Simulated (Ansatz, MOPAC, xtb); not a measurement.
## A ladder of methods for TlCl (SMILES [Cl][Tl])

TlCl, singlet, SMILES `[Cl][Tl]`. Each level relaxes the structure for itself.

Quantity: the equilibrium bond length, in Å. The values are calculated.

**What was measured.** Huber and Herzberg, Constants of Diatomic Molecules gives the equilibrium bond length of the gas as 2.485 Å.

```csv
level,kind,program,value (Å),computed − measured
PM3,semi-empirical,MOPAC,2.489,+0.004
PM6-D3H4,semi-empirical,MOPAC,2.610,+0.125
GFN2-xTB,semi-empirical,xtb,2.593,+0.108
PM7-,semi-empirical,MOPAC,2.347,-0.138
SVWN5/def2-TZVP (core potential),LDA,Ansatz,2.466,-0.019
PBE-D3(BJ)/def2-TZVP (core potential),GGA,Ansatz,2.522,+0.037
r2SCAN/def2-TZVP (core potential),meta-GGA,Ansatz,2.505,+0.020
B3LYP-D4/def2-TZVP (core potential),global hybrid,Ansatz,2.532,+0.047
wB97X-V/def2-TZVP (core potential),range-separated hybrid,Ansatz,2.497,+0.012
CCSD(T)/def2-TZVP (core potential),coupled cluster or CI,Ansatz,2.510,+0.025
```

Nearest: PM3 (+0.004 Å); farthest: PM7- (-0.138 Å). Computed less measured by kind, in Å (def2-TZVP rows): semi-empirical -0.138 to +0.125; LDA -0.019; GGA +0.037; meta-GGA +0.020; global hybrid +0.047; range-separated hybrid +0.012; coupled cluster or CI +0.025.
